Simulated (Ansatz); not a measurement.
Relaxation of C4H4Se (9 atoms, charge 0, multiplicity 1), to a largest force component of 0.02 eV/Å in at most 50 steps.

These are results of RHF/def2-SVP in Ansatz 0.2.0, not measurements.

```xyz
9
Properties=species:S:1:pos:R:3
C -0.066 -1.886 0.442
C 0.694 -1.011 -0.211
C 0.350 0.393 -0.331
C 0.193 1.575 -0.410
Se -0.295 3.397 -0.563
H -0.644 -0.050 -0.262
H 0.163 -2.889 0.506
H 1.647 -1.363 -0.667
H -1.565 3.212 0.332
```

Problem. Where does it end, and by what steps?

Solution. The run converged. After 30 steps the energy has fallen by 2.671 eV; H9 moved furthest, 1.53 Å.

| step | energy less start (eV) | largest force component (eV/Å) | accepted |
| --- | --- | --- | --- |
| 0 | 0.0000 | 4.926 | yes |
| 2 | -1.3554 | 1.667 | yes |
| 4 | -1.9019 | 1.545 | yes |
| 6 | -2.2389 | 0.757 | yes |
| 8 | -2.3919 | 0.898 | yes |
| 10 | -2.4331 | 0.348 | yes |
| 12 | -2.4438 | 0.066 | yes |
| 14 | -2.4467 | 0.041 | yes |
| 16 | -2.4474 | 0.040 | yes |
| 18 | -2.4511 | 0.146 | yes |
| 20 | -2.4671 | 1.028 | yes |
| 22 | -2.5339 | 1.676 | yes |
| 24 | -2.6367 | 0.626 | yes |
| 26 | -2.6656 | 0.357 | no |
| 28 | -2.6708 | 0.044 | yes |
| 30 | -2.6710 | 0.017 | yes |

```xyz
9
Properties=species:S:1:pos:R:3
C 0.147 -2.185 -0.327
C 0.489 -0.868 0.062
C -0.496 0.077 -0.066
C -0.482 1.437 0.267
Se -0.003 2.714 -0.884
H -1.468 -0.281 -0.407
H 1.040 -2.822 -0.237
H 1.464 -0.552 0.432
H -0.217 3.857 -0.005
```

Run time: 49 s on 2 threads of Arm Neoverse V1 (shared host), peak memory 0.24 GiB.
